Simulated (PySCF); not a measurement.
disilylmethane (CH8Si2), SMILES [SiH3]C[SiH3]. Geometry optimised at B3LYP-D3(BJ)/def2-SVP.

**Question.** Give the equilibrium geometry at B3LYP-D3(BJ)/def2-SVP (PySCF confirms it by a frequency run) as bond lengths and angles, and its point group. (An estimate is asked for; the answer gives what the named calculation found.)

**Answer.** point group C2v.
Atoms: Si1 C2 Si3 H4 H5 H6 H7 H8 H9 H10 H11. Bonded distances (Å): Si1–C2 1.888, Si1–H4 1.493, Si1–H5 1.493, Si1–H6 1.493, C2–Si3 1.888, C2–H7 1.104, C2–H8 1.104, Si3–H9 1.493, Si3–H10 1.493, Si3–H11 1.493. Bond angles (°): C2–Si1–H4 110.8, C2–Si1–H5 110.2, C2–Si1–H6 110.2, H4–Si1–H5 108.5, H4–Si1–H6 108.5, H5–Si1–H6 108.4, Si1–C2–Si3 115.7, Si1–C2–H7 108.5, Si1–C2–H8 108.5, Si3–C2–H7 108.5, Si3–C2–H8 108.5, H7–C2–H8 106.6, C2–Si3–H9 110.2, C2–Si3–H10 110.2, C2–Si3–H11 110.8, H9–Si3–H10 108.4, H9–Si3–H11 108.5, H10–Si3–H11 108.5.
